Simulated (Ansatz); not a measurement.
C7H14InNO⁻, that is InMe2(acnac) with one electron more. Charge -1, multiplicity 2. Geometry PBE-D4/def2-SVP, that of the neutral singlet; atoms count from 1.

```csv
atom,x (Å),y (Å),z (Å)
In1,-0.106,-1.185,-1.353
C2,1.810,-1.522,-2.325
H3,2.526,-0.753,-1.975
H4,1.715,-1.452,-3.426
H5,2.206,-2.525,-2.068
C6,-2.155,-1.847,-1.661
H7,-2.808,-1.343,-0.923
H8,-2.242,-2.945,-1.531
H9,-2.497,-1.587,-2.683
O10,-0.260,1.005,-1.161
C11,-0.168,1.716,-0.095
C12,-0.342,3.205,-0.314
C13,0.071,1.247,1.215
C14,0.273,-0.092,1.646
C15,0.534,-0.318,3.123
N16,0.259,-1.157,0.852
H17,-0.239,3.799,0.613
H18,0.403,3.554,-1.058
H19,-1.340,3.395,-0.759
H20,0.113,2.013,2.001
H21,0.464,0.615,3.710
H22,1.547,-0.747,3.272
H23,-0.194,-1.047,3.537
H24,0.429,-2.030,1.364
```

In the def2 sets In takes a core potential; there is no spin–orbit coupling. The highest occupied level of the charge -1 doublet lies above zero (up to 1.98 eV). By energy differences it is unbound by 0.40 eV (vertical, to the charge 0 singlet, at PBE0-D4/def2-TZVP) and held by the finite basis.

Question: Estimate the Mulliken populations from the PBE0/def2-TZVP orbitals of Ansatz.

Answer: 
```json
{"atom": "In1", "charge (e)": "1.08", "spin (α − β)": "0.01"}
{"atom": "C2", "charge (e)": "-0.77", "spin (α − β)": "0.00"}
{"atom": "H3", "charge (e)": "0.15", "spin (α − β)": "0.00"}
{"atom": "H4", "charge (e)": "0.11", "spin (α − β)": "0.00"}
{"atom": "H5", "charge (e)": "0.11", "spin (α − β)": "0.00"}
{"atom": "C6", "charge (e)": "-0.76", "spin (α − β)": "0.00"}
{"atom": "H7", "charge (e)": "0.15", "spin (α − β)": "0.00"}
{"atom": "H8", "charge (e)": "0.11", "spin (α − β)": "0.00"}
{"atom": "H9", "charge (e)": "0.11", "spin (α − β)": "0.00"}
{"atom": "O10", "charge (e)": "-0.60", "spin (α − β)": "0.11"}
{"atom": "C11", "charge (e)": "0.26", "spin (α − β)": "0.43"}
{"atom": "C12", "charge (e)": "-0.39", "spin (α − β)": "-0.04"}
{"atom": "C13", "charge (e)": "-0.36", "spin (α − β)": "-0.22"}
{"atom": "C14", "charge (e)": "0.20", "spin (α − β)": "0.43"}
{"atom": "C15", "charge (e)": "-0.41", "spin (α − β)": "-0.05"}
{"atom": "N16", "charge (e)": "-0.62", "spin (α − β)": "0.17"}
{"atom": "H17", "charge (e)": "0.08", "spin (α − β)": "0.00"}
{"atom": "H18", "charge (e)": "0.07", "spin (α − β)": "0.03"}
{"atom": "H19", "charge (e)": "0.07", "spin (α − β)": "0.03"}
{"atom": "H20", "charge (e)": "0.03", "spin (α − β)": "0.01"}
{"atom": "H21", "charge (e)": "0.09", "spin (α − β)": "0.00"}
{"atom": "H22", "charge (e)": "0.07", "spin (α − β)": "0.04"}
{"atom": "H23", "charge (e)": "0.07", "spin (α − β)": "0.04"}
{"atom": "H24", "charge (e)": "0.16", "spin (α − β)": "-0.01"}
```
Mulliken values and Mayer orders depend strongly on the basis.

Question: Where does the spin sit?

Answer: Summed by element: In 0.01, C 0.55, H 0.15, O 0.11, N 0.17, of 1 unpaired in all. Largest on single atoms: C14 0.43, C11 0.43, C13 -0.22.

Question: And the Mayer bond orders between bonded heavy atoms (over 0.3)?

Answer: In1–C2 0.78 (2.17 Å); In1–C6 0.79 (2.18 Å); In1–O10 0.46 (2.20 Å); In1–N16 0.55 (2.23 Å); O10–C11 1.32 (1.28 Å); C11–C12 1.02 (1.52 Å); C11–C13 1.43 (1.41 Å); C13–C14 1.38 (1.42 Å); C14–C15 0.99 (1.52 Å); C14–N16 1.32 (1.33 Å).
